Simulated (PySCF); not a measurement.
C5H13B, SMILES C(CB)C(C)C, singlet at its GFN2-xTB optimised geometry (Å):

```
19

B      1.6093    -1.6656     0.0000
C      0.0334    -1.6656     0.0000
C     -0.6068    -0.2698     0.0000
C     -0.3665     0.4600     1.3246
C      1.1200     0.7165     1.5380
C     -1.1424     1.7759     1.3607
H      2.2101    -2.4264     0.6585
H      2.1828    -1.0154    -0.7875
H     -0.3982    -2.2425     0.8212
H     -0.2798    -2.1687    -0.9215
H     -1.6846    -0.3591    -0.1619
H     -0.1938     0.3248    -0.8174
H     -0.7301    -0.1791     2.1381
H      1.6823    -0.2120     1.4013
H      1.3138     1.0904     2.5414
H      1.4886     1.4437     0.8173
H     -2.2101     1.5965     1.2554
H     -0.9737     2.2940     2.3022
H     -0.8227     2.4264     0.5492
```

Method: B3LYP/def2-SVP (PySCF). Cells within 0.4 Å of a nucleus heavier than hydrogen are left out (blank, or x).

Map of the Laplacian of the electron density (e/bohr⁵) on the plane z = 0.0 Å:

```
|4444444444444444444444444444444|
|4444444444444444444444444444444|
|4444444444444444444444444444444|
|4444444444444444444444444444444|
|4444444444444444444444444444444|
|4444444444444444444444444444444|
|4444444444444444444444444444444|
|4444444444444444444444444444444|
|4444444444444444444444444444444|
|4444444444444444444444444444444|
|4444444444444444444444444444444|
|4444444444444444444444444444444|
|4444444444444444444444444444444|
|4444444444444444444444444444444|
|4444444444445444444444444444444|
|444444444433xx74444444444444444|
|444444444100xxx4444444444444444|
|4444444443234x24444444444444444|
|4444444444444323444444444444444|
|4444444444444412344476444444444|
|44444444444444xxx128xx544444444|
|44444444444444xxx129xx544444444|
|4444444444444436444497344444444|
|4444444444444445544444444444444|
|4444444444444444444444444444444|
|4444444444444444444444444444444|
|4444444444444444444444444444444|
|4444444444444444444444444444444|
|4444444444444444444444444444444|
|4444444444444444444444444444444|
|4444444444444444444444444444444|
```
Scale: ten equal steps from -1.13 (start of '0') to 1.47 (end of '9'), in the order '0123456789'; x runs from -4.50 to 4.50, y from -4.50 (bottom) to 4.50 (top).
